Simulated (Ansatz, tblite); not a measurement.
Removing and adding an electron: Sn₁₂O₂₀F₁₂H₆²⁺ (started as a model of: [(RSn)12O14(OH)6]2+, R = F). Total charge 2; singlet. Geometry: r2SCAN-D4/def2-SVP. Ansatz, gas phase; energy differences of separate SCF runs; the oxidised species was run as a doublet alone; the reduced species was run as a doublet alone.

Cartesian coordinates in Å:
```
Sn 0.239 -2.872 1.815
Sn -2.749 -1.843 0.803
Sn -1.150 -0.196 3.199
Sn -2.458 -0.213 -2.056
Sn 0.214 2.542 1.951
Sn 2.539 -1.934 -0.364
Sn 2.458 0.213 2.056
Sn -0.214 -2.542 -1.951
Sn -2.539 1.934 0.364
Sn -0.239 2.872 -1.815
Sn 2.749 1.843 -0.803
Sn 1.150 0.196 -3.199
O -0.840 -1.127 1.335
O 2.011 -1.746 1.662
O 0.757 -3.039 -0.219
O -2.047 -2.073 -1.169
O -3.138 0.027 -0.082
O 0.707 0.766 2.961
O -1.638 1.573 2.166
O -0.707 -0.766 -2.961
O -2.011 1.746 -1.662
O 2.047 2.073 1.169
O -0.757 3.039 0.219
O 3.138 -0.027 0.082
O 1.638 -1.573 -2.166
O 0.840 1.127 -1.335
O -1.702 -3.562 1.406
O -0.187 -1.999 3.678
O -3.020 -1.024 2.718
O 1.702 3.562 -1.406
O 0.187 1.999 -3.678
O 3.020 1.024 -2.718
F 0.936 -4.519 2.483
F -4.469 -2.657 0.651
F -1.578 0.322 4.986
F -3.896 -0.323 -3.287
F 0.351 4.056 3.084
F 4.047 -3.059 -0.597
F 3.896 0.323 3.287
F -0.351 -4.057 -3.084
F -4.047 3.059 0.597
F -0.936 4.519 -2.483
F 4.469 2.657 -0.651
F 1.578 -0.322 -4.986
H -2.049 -4.467 1.509
H -0.012 -2.367 4.563
H -3.820 -1.055 3.273
H 2.049 4.467 -1.509
H 0.011 2.367 -4.563
H 3.820 1.055 -3.274
```

In the def2 sets Sn takes a core potential; there is no spin–orbit coupling. The xTB rows come from tblite. Single mean-field runs in def2-SVP are fitted with def2-universal-jkfit. HOMO above LUMO, or a gap near zero within one spin, warns that the state may not be the lowest or that an electron is smeared out.

Q: Estimate orbital energies and vertical ionisation energies and electron affinities at: GFN1-xTB; GFN2-xTB; LDA (SPW92)/def2-SVP; PBE-D4/def2-SVP; PBE0-D4/def2-SVP.

A: 
| level | −HOMO (eV) | vertical IE (eV) | −LUMO (eV) | vertical EA (eV) | HOMO–LUMO gap (eV) | IE − EA (eV) | remarks |
| --- | --- | --- | --- | --- | --- | --- | --- |
| GFN1-xTB | 20.31 | 21.87 | 18.65 | 17.13 | 1.66 | 4.74 | – |
| GFN2-xTB | 20.80 | 22.25 | 19.00 | 17.51 | 1.80 | 4.73 | – |
| LDA (SPW92)/def2-SVP | 14.62 | 16.24 | 11.75 | 10.21 | 2.87 | 6.03 | gap within one spin near zero (+3 doublet) |
| PBE-D4/def2-SVP | 14.39 | 16.03 | 11.40 | 9.90 | 2.99 | 6.13 | gap within one spin near zero (+3 doublet) |
| PBE0-D4/def2-SVP | 16.37 | 17.54 | 10.79 | 9.73 | 5.58 | 7.81 | – |

   Raw xTB energy differences between charge states are shifted by several eV; the methods need an empirical correction for them.
